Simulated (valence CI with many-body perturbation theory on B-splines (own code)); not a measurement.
## Er47+: calculated level list

Level of theory: valence CI with perturbative core correlation (CI+MBPT): three valence electrons over a frozen Dirac-Fock core [Ar], radial functions for each j: 9 s, 9 p, 10 d, 8 f, 5 g, 3 h, 1 i, with the one-electron correlation potential Σ1, the two-electron term Σ2, the three-electron term Σ3, Breit, model QED; selected CI, second order for the rest (own B-spline code, finite nucleus).

The last digits are not significant, and no measured levels were compared; by estimate large intervals hold to a few tenths of a per cent, small ones and those within an open d or f shell to about a per cent. Only levels of the ground parity were solved; by the run's estimate the other parity begins above the list, which can be wrong where configurations are misplaced.

Levels 1 to 19 of 19, with energies above the lowest level, (3d3/2^3) J=3/2. "Leading %" is the weight of the configuration and term that name the level; weights of strongly mixed levels are sums over their largest components and can fall short. In the jj column 3d3/2^4 stands for four electrons in 3d with j = 3/2. Lifetimes count E1, E2, E3, M1 and M2 decay at the calculated energies, and are blank where another channel may lead or the interval is too uncertain; long ones can be off by a factor of two.

```csv
No.,Configuration,Term,J,E (cm⁻¹),Leading %,Second component,Lifetime,Leading jj
1,3d3,4F,3/2,0,48,38 % 3d3 2D,,3d3/2^3 (98 %)
2,3d3,4F,5/2,338350,83,15 % 3d3 2D,1.04 μs,3d3/2^2 3d5/2 (99 %)
3,3d3,4P,3/2,386150,39,31 % 3d3 4F,1.26 μs,3d3/2^2 3d5/2 (98 %)
4,3d3,2G,7/2,409750,48,36 % 3d3 4F,196 μs,3d3/2^2 3d5/2 (96 %)
5,3d3,2H,9/2,412980,44,42 % 3d3 2G,,3d3/2^2 3d5/2 (99 %)
6,3d3,4P,1/2,423930,58,42 % 3d3 2P,3.37 μs,3d3/2^2 3d5/2 (100 %)
7,3d3,4P,5/2,584210,40,38 % 3d3 2D,7.40 μs,3d3/2^2 3d5/2 (92 %)
8,3d3,4F,7/2,742250,62,35 % 3d3 2G,556 ns,3d3/2 3d5/2^2 (98 %)
9,3d3,4F,9/2,773620,52,42 % 3d3 2H,952 ns,3d3/2 3d5/2^2 (97 %)
10,3d3,4P,3/2,811060,41,39 % 3d3 2D,447 ns,3d3/2 3d5/2^2 (99 %)
11,3d3,2P,1/2,831940,58,42 % 3d3 4P,708 ns,3d3/2 3d5/2^2 (100 %)
12,3d3,2H,11/2,844330,100,,2.32 μs,3d3/2 3d5/2^2 (100 %)
13,3d3,2D,5/2,849420,46,31 % 3d3 4P,904 ns,3d3/2 3d5/2^2 (92 %)
14,3d3,2F,5/2,903940,43,39 % 3d3 2D,1.39 μs,3d3/2 3d5/2^2 (97 %)
15,3d3,2F,7/2,913350,81,17 % 3d3 2G,1.73 μs,3d3/2 3d5/2^2 (98 %)
16,3d3,2D,3/2,1048500,72,22 % 3d3 2P,812 ns,3d3/2 3d5/2^2 (91 %)
17,3d3,2G,9/2,1175000,51,35 % 3d3 4F,458 ns,3d5/2^3 (98 %)
18,3d3,2D,3/2,1280700,50,36 % 3d3 2P,435 ns,3d5/2^3 (92 %)
19,3d3,2D,5/2,1353300,61,23 % 3d3 2F,337 ns,3d5/2^3 (95 %)
```

The ionisation energy to 3d2 3F_2 of the next ion comes out as 4038.8 eV (NIST: 4038 ± 4 eV (theoretical)). All 19 levels together are meant to be complete up to 1407400 cm⁻¹.
